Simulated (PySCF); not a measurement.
Open-shell species derived from `C#CC1=CSCC1C`. All by UKS B3LYP (pcH-1 on C H S) in PySCF, non-relativistic with spin–orbit coupling as a perturbation, on GFN2-xTB geometries; isolated species, one conformer each; SCF stability not tested. Couplings are magnitudes for isotopes of over 50 % abundance, averaged over nuclei equivalent by connectivity (but not across a short bond from an atom whose three angles sum to over 350°); populations are Mulliken's. The geometries weren't refined by DFT: couplings that depend on bond lengths, twists or pyramidal angles can differ widely from those at the functional's own minimum, by a factor of two or more for some ions and for spin on atoms past the first row.

```tsv
species	change	⟨S²⟩	g1	g2	g3	largest spin population on	largest couplings
C#CC1=[C]SC[C@@H]1C	H removed from sp2 C	0.755	2.0010	2.0032	2.0062	carbon bonded to C and S (0.81)	1 × 1H 12 MHz, 1 × 1H 8 MHz, 1 × 1H 4 MHz, 1 × 1H 1 MHz
C=[C]C1=CSC[C@H]1C	H added to sp C	0.771	2.0021	2.0025	2.0070	carbon bonded to C, S and H (0.59)	1 × 1H 92 MHz, 1 × 1H 92 MHz, 1 × 1H 40 MHz, 1 × 1H 10 MHz, and 1 smaller
```

(1) Predict the same entries for `C#CC1=C[S+]C[C@@H]1C` [radical] (charge +1) (electron removed).

(2) Which has the highest and which the lowest g_iso, and which the widest g anisotropy?

(3) How many first-order lines does each doublet give under fast tumbling, over what width, and where is its centre at 9.5 GHz?

## Answers

(1) ⟨S²⟩: 0.762; g1: 2.0021; g2: 2.0101; g3: 2.0136; largest spin population on: sulfur bonded to 2 C (0.44); largest couplings: 1 × 1H 53 MHz, 1 × 1H 49 MHz, 1 × 1H 41 MHz, 1 × 1H 23 MHz, and 1 smaller. The Mulliken spin populations are largest on S5 (+0.44), C3 (+0.30), C1 (+0.29) and C2 (-0.10). Three atoms exceed +0.15. (Numbering: [CH:1]#[C:2][C:3]1=[CH:4][S+:5][CH2:6][C@@H:7]1[CH3:8] (hydrogens: H9 on C1; H10 on C4; H11, H12 on C6; H13 on C7; H14, H15, H16 on C8).)

(2) Highest: C#CC1=C[S+]C[C@@H]1C (charge +1 and doublet state) (2.0086, largest spin population on sulfur bonded to 2 C). Lowest: C#CC1=[C]SC[C@@H]1C (2.0034, largest spin population on carbon bonded to C and S). Widest: C#CC1=C[S+]C[C@@H]1C (charge +1 and doublet state), g3 − g1 = 0.0115, which alone would spread the powder pattern at 94 GHz over 19.1 mT.

(3) 
```json
{"species": "C#CC1=C[S+]C[C@@H]1C (charge +1 and doublet state)", "lines": "32", "width (mT)": "6.1", "centre (mT)": "337.92"}
{"species": "C#CC1=[C]SC[C@@H]1C", "lines": "16", "width (mT)": "0.9", "centre (mT)": "338.79"}
{"species": "C=[C]C1=CSC[C@H]1C", "lines": "32", "width (mT)": "8.6", "centre (mT)": "338.72"}
```

Splittings under 0.05 mT aren't counted.

The drawing needn't show where the spin sits: the atom drawn as the radical centre holds a spin population of 0.44 in C#CC1=C[S+]C[C@@H]1C (charge +1 and doublet state) and 0.49 in C=[C]C1=CSC[C@H]1C.
